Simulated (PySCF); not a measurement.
[C4H12S4Zn]2-: core ionisation energies

Species: C₄H₁₂S₄Zn (charge -2 and singlet state).
Atom-mapped SMILES: `[CH3:1][S:2][Zn-2:3]([S:4][CH3:5])([S:6][CH3:7])[S:8][CH3:9]`

Computed with PySCF, delta-SCF UKS SCAN, pcX-2 on the ionised atom, pcseg-1 elsewhere, spin-free X2C. These are vertical core ionisation energies against the vacuum level, from separate self-consistent calculations with and without the core hole.

Task: List the computed XPS lines with their assignment.

Result: 
| atom(s) | environment | level | binding energy (eV) | count |
| --- | --- | --- | --- | --- |
| C1/C5/C7/C9 | S-methyl carbon | C 1s | 283.41 | 4 |
| S2/S4/S6 | sulfur bonded to C and Zn | S 1s | 2467.35 | 3 |

Task: Which effective nuclear charge Zeff reproduces each element's mean 1s value in the hydrogen-like formula E = 13.606 eV × Zeff²?

Result: C (Z = 6): mean 283.4 eV, Zeff = 4.56, Z − Zeff = 1.44; S (Z = 16): mean 2467.4 eV, Zeff = 13.47, Z − Zeff = 2.53. Means run over the listed sites, weighted by atom count.

Topologically equivalent atoms share the value of their first member; where this conformer doesn't relate them by symmetry, their own values could differ. The list is incomplete; no value stands for S 1s of S8. No level of zinc is listed. The species carries charge -2, so core ionisation leaves charge -1. The basis sets have no added diffuse functions. Isolated species at its PBE0-D3(BJ)/def2-SVP geometry, gas phase. Whether so highly charged an anion holds all its electrons in the gas phase wasn't checked; a finite basis holds them in any case. No counter-ion or solvent screens the charge of this multiply charged ion.

Shape of the structure used: `[CH3:1][S:2][Zn-2:3]([S:4][CH3:5])([S:6][CH3:7])[S:8][CH3:9]`: C1–S2–Zn3–S4 -95°, S2–Zn3–S4–C5 23°, S2–Zn3–S6–C7 -92°, S2–Zn3–S8–C9 56°.
